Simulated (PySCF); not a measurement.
dimethylacetylene (C4H6), singlet, at a GFN2-xTB geometry; M062X/STO-3G run with PySCF.

Here is a job for PySCF.
```python
from pyscf import gto, scf, dft

mol = gto.Mole()
mol.atom = '''
    C     0.00350171    0.00681221    2.04717461
    C     0.00102454    0.00199315    0.59897157
    C    -0.00102454   -0.00199315   -0.59897157
    C    -0.00350171   -0.00681221   -2.04717461
    H    -0.01660974    1.03166869    2.41791685
    H    -0.87195983   -0.52171478    2.42454899
    H     0.90099445   -0.48578258    2.42139677
    H    -0.02489300    1.01555447   -2.42465823
    H     0.89271120   -0.50189680   -2.42117830
    H    -0.88024308   -0.53782899   -2.41802609
'''
mol.basis = 'sto-3g'
mol.verbose = 4
mol.build()

mf = dft.RKS(mol)
mf.xc = 'm062x'
mf.init_guess = 'huckel'
mf.kernel()
mf.analyze()
```

It wrote (shortened):

```
PySCF version 2.14.0

[INPUT] verbose = 4
[INPUT] num. atoms = 10
[INPUT] num. electrons = 30
[INPUT] charge = 0
[INPUT] spin (= nelec alpha-beta = 2S) = 0
[INPUT] symmetry False subgroup None
[INPUT] Mole.unit = angstrom
[INPUT] Symbol           X                Y                Z      unit          X                Y                Z       unit  Magmom
[INPUT]  1 C      0.003501710000   0.006812210000   2.047174610000 AA    0.006617272868   0.012873211203   3.868599342063 Bohr   0.0
[INPUT]  2 C      0.001024540000   0.001993150000   0.598971570000 AA    0.001936100004   0.003766507625   1.131892223701 Bohr   0.0
[INPUT]  3 C     -0.001024540000  -0.001993150000  -0.598971570000 AA   -0.001936100004  -0.003766507625  -1.131892223701 Bohr   0.0
[INPUT]  4 C     -0.003501710000  -0.006812210000  -2.047174610000 AA   -0.006617272868  -0.012873211203  -3.868599342063 Bohr   0.0
[INPUT]  5 H     -0.016609740000   1.031668690000   2.417916850000 AA   -0.031387859600   1.949571275389   4.569200638471 Bohr   0.0
[INPUT]  6 H     -0.871959830000  -0.521714780000   2.424548990000 AA   -1.647765270322  -0.985898049338   4.581733566691 Bohr   0.0
[INPUT]  7 H      0.900994450000  -0.485782580000   2.421396770000 AA    1.702632750253  -0.917996032285   4.575776734206 Bohr   0.0
[INPUT]  8 H     -0.024893000000   1.015554470000  -2.424658230000 AA   -0.047040952419   1.919119812878  -4.581940000373 Bohr   0.0
[INPUT]  9 H      0.892711200000  -0.501896800000  -2.421178300000 AA    1.686979676332  -0.948447494796  -4.575363885740 Bohr   0.0
[INPUT] 10 H     -0.880243080000  -0.537828990000  -2.418026090000 AA   -1.663418344244  -1.016349492951  -4.569407072153 Bohr   0.0

nuclear repulsion = 100.716465369781
number of shells = 18
number of NR pGTOs = 78
number of NR cGTOs = 26
basis = sto-3g
ecp = {}

******** <class 'pyscf.dft.rks.RKS'> ********
method = RKS
initial guess = huckel
damping factor = 0
level_shift factor = 0
DIIS = <class 'pyscf.scf.diis.CDIIS'>
diis_start_cycle = 1
diis_space = 8
diis_damp = 0
SCF conv_tol = 1e-09
SCF conv_tol_grad = None
SCF max_cycles = 50
direct_scf = True
direct_scf_tol = 1e-13
XC library pyscf.dft.libxc version 7.1.2
    S. Lehtola, C. Steigemann, M. J. T. Oliveira, and M. A. L. Marques,  SoftwareX 7, 1–5 (2018)
XC functionals = m062x
    Y. Zhao and D. G. Truhlar,  Theor. Chem. Acc. 120, 215 (2008)
    Y. Zhao and D. G. Truhlar,  Theor. Chem. Acc. 120, 215 (2008)
radial grids:
    Treutler-Ahlrichs [JCP 102, 346 (1995); DOI:10.1063/1.469408] (M4) radial grids

becke partition: Becke, JCP 88, 2547 (1988); DOI:10.1063/1.454033
pruning grids: <function nwchem_prune>
grids dens level: 3
symmetrized grids: False
atomic radii adjust function: <function treutler_atomic_radii_adjust>
small_rho_cutoff = 0
Set gradient conv threshold to 3.16228e-05
Initial guess from on-the-fly Huckel, doi:10.1021/acs.jctc.8b01089.
Spherically averaged atomic HF for {'C', 'H'}

******** <class 'pyscf.scf.atom_hf.AtomSphAverageRHF'> ********
method = AtomSphAverageRHF
initial guess = minao
damping factor = 0
level_shift factor = 0
DIIS = <class 'pyscf.scf.diis.CDIIS'>
diis_start_cycle = 1
diis_space = 8
diis_damp = 0
SCF conv_tol = 1e-09
SCF conv_tol_grad = None
SCF max_cycles = 50
direct_scf = True
direct_scf_tol = 1e-13
atom = C
Set gradient conv threshold to 3.16228e-05
Initial guess from minao.
init E= -36.7517431777338
cycle= 1 E= -36.7619269638614  delta_E= -0.0102  |g|=    0  |ddm|= 0.0245
cycle= 2 E= -36.7619269638615  delta_E= -2.13e-14  |g|=    0  |ddm|= 1.91e-15
Extra cycle  E= -36.7619269638615  delta_E=    0  |g|=    0  |ddm|=    0
Atomic HF for atom  C  converged. SCF energy = -36.7619269638615

******** 1 electron system ********
Atomic HF for atom  H  converged. SCF energy = -0.466581849557275

  HOMO = 0.0798835095594185  LUMO = 0.0857365808505224  gap/eV = 0.15927
tot grids = 115320
init E= -148.523715910329
  HOMO = -0.264044159011072  LUMO = -0.0733551059524691  gap/eV = 5.18891
cycle= 1 E= -153.626663665762  delta_E= -5.1  |g|= 1.19  |ddm|= 8.64
  HOMO = -0.213252193161323  LUMO = 0.275716878461667  gap/eV = 13.30553
cycle= 2 E= -153.94148266982  delta_E= -0.315  |g|= 0.639  |ddm|= 2.41
  HOMO = -0.233760222547535  LUMO = 0.26128150851994  gap/eV = 13.47077
cycle= 3 E= -154.064904731489  delta_E= -0.123  |g|= 0.0198  |ddm|= 0.833
  HOMO = -0.24891924044203  LUMO = 0.24746378776008  gap/eV = 13.50727
cycle= 4 E= -154.065038893231  delta_E= -0.000134  |g|= 0.00254  |ddm|= 0.0342
  HOMO = -0.246207917610824  LUMO = 0.250161650618613  gap/eV = 13.50690
cycle= 5 E= -154.065041876806  delta_E= -2.98e-06  |g|= 0.000232  |ddm|= 0.0055
  HOMO = -0.246304811959168  LUMO = 0.250054462082943  gap/eV = 13.50662
cycle= 6 E= -154.065041899453  delta_E= -2.26e-08  |g|= 1.72e-05  |ddm|= 0.000434
  HOMO = -0.246302020938402  LUMO = 0.250057422387743  gap/eV = 13.50663
cycle= 7 E= -154.065041899492  delta_E= -3.82e-11  |g|= 1.68e-05  |ddm|= 3.93e-05
  HOMO = -0.246301953633694  LUMO = 0.250057469853673  gap/eV = 13.50663
Extra cycle  E= -154.06504189935  delta_E= 1.42e-10  |g|= 2.87e-05  |ddm|= 4.42e-05
converged SCF energy = -154.06504189935
**** SCF Summaries ****
Total Energy =                        -154.065041899349694
Nuclear Repulsion Energy =             100.716465369781019
One-electron Energy =                 -405.976978815959853
Two-electron Energy =                  151.195471546829140
Two-electron Coulomb Energy =          175.135838234781573
DFT Exchange-Correlation Energy =      -23.940366687952441
HOMO-LUMO gap [eV] =                    13.506627877179405
**** MO energy ****
MO #1   energy= -10.4052195527189  occ= 2
MO #2   energy= -10.4051990089199  occ= 2
MO #3   energy= -10.3232449720083  occ= 2
MO #4   energy= -10.3213882913013  occ= 2
MO #5   energy= -0.832457339050208 occ= 2
MO #6   energy= -0.79700759353427  occ= 2
MO #7   energy= -0.702062401694324 occ= 2
MO #8   energy= -0.499109097433991 occ= 2
MO #9   energy= -0.468527205303873 occ= 2
MO #10  energy= -0.468520801091235 occ= 2
MO #11  energy= -0.454725843713088 occ= 2
MO #12  energy= -0.454719051833665 occ= 2
MO #13  energy= -0.440272172257352 occ= 2
MO #14  energy= -0.246302164090268 occ= 2
MO #15  energy= -0.246301953633694 occ= 2
MO #16  energy= 0.250057469853673  occ= 0
MO #17  energy= 0.250058721842554  occ= 0
MO #18  energy= 0.418959604305707  occ= 0
MO #19  energy= 0.527231413845784  occ= 0
MO #20  energy= 0.52723855323476   occ= 0
MO #21  energy= 0.536059126137487  occ= 0
MO #22  energy= 0.550983198378597  occ= 0
MO #23  energy= 0.567395662098784  occ= 0
 ** Mulliken pop on meta-lowdin orthogonal AOs  **
 ** Mulliken pop  **
pop of  0 C 1s            1.99967
pop of  0 C 2s            0.99419
pop of  0 C 2px           1.06697
pop of  0 C 2py           1.06697
pop of  0 C 2pz           1.00248
pop of  1 C 1s            1.99982
pop of  1 C 2s            1.02487
pop of  1 C 2px           1.01574
pop of  1 C 2py           1.01574
pop of  1 C 2pz           1.00696
pop of  2 C 1s            1.99982
pop of  2 C 2s            1.02486
pop of  2 C 2px           1.01572
pop of  2 C 2py           1.01572
pop of  2 C 2pz           1.00696
pop of  3 C 1s            1.99967
pop of  3 C 2s            0.99419
pop of  3 C 2px           1.06697
pop of  3 C 2py           1.06697
pop of  3 C 2pz           1.00248
pop of  4 H 1s            0.93554
pop of  5 H 1s            0.93553
pop of  6 H 1s            0.93554
pop of  7 H 1s            0.93555
pop of  8 H 1s            0.93554
pop of  9 H 1s            0.93553
 ** Mulliken atomic charges  **
charge of    0C =     -0.13028
charge of    1C =     -0.06313
charge of    2C =     -0.06308
charge of    3C =     -0.13028
charge of    4H =      0.06446
charge of    5H =      0.06447
charge of    6H =      0.06446
charge of    7H =      0.06445
charge of    8H =      0.06446
charge of    9H =      0.06447
Dipole moment(X, Y, Z, Debye): -0.00005, -0.00004, -0.00014
```
